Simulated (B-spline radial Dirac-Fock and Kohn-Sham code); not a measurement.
**Core-hole lifetimes of Nb³⁺**

System: the Nb³⁺ ion in the configuration [Kr] 4d2.

The computed values come from a radial atomic solver: a relativistic independent-particle model: LDA orbitals of the hole state, radiative multipoles to third order, Auger rates from the Coulomb interaction with a continuum orbital, Dirac-Fock energies.

Partial widths are in eV. Coster-Kronig decay leaves a hole in the same principal shell; its rates are the weakest part of the model, often 1.5 to 2.5 times too large and more for N holes. Holes without an open Auger channel, or with an unreliable SCF state, are not listed.

```tsv
hole	radiative	Auger	Coster-Kronig	total	fluorescence yield	lifetime (fs)
K	3.04	1.03	0	4.07	0.748	0.162
L1	0.0382	0.980	4.72	5.74	0.00665	0.115
L2	0.0566	1.45	0.172	1.68	0.0337	0.392
L3	0.0549	1.56	0	1.61	0.0340	0.408
M1	0.000629	0.149	4.64	4.79	0.000131	0.137
M2	0.000574	0.170	2.79	2.96	0.000194	0.222
M3	0.000508	0.175	3.03	3.20	0.000159	0.206
M4	3.39e-05	0.0898	0	0.0898	0.000377	7.33
M5	3.14e-05	0.0943	0	0.0943	0.000333	6.98
N1	2.46e-05	0	0.0278	0.0279	0.000884	23.6
```
